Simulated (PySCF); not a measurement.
# O⁺: ionisation energy

O⁺ [He] 2s2 2p3 (4S) → O²⁺ [He] 2s2 2p2 (3P), as a difference of total energies. Calculation: PySCF 2.14, in cc-pVTZ (4s3p2d1f, 30 functions); the non-relativistic Hamiltonian (point nucleus). Correlated levels: valence: 1s2 frozen. The calculations carry no spin-orbit coupling.

Question: Order these methods by the ionisation energy they give, lowest first.
A. LDA
B. CCSD (valence)
C. TPSS
D. UHF

Answer: D (34.568 eV), B (35.010 eV), C (35.257 eV), A (35.578 eV).

Errors of the correlated levels include the incompleteness of this basis and the frozen core.

For comparison: 35.121 eV (measured; NIST Atomic Spectra Database, ionization energies).
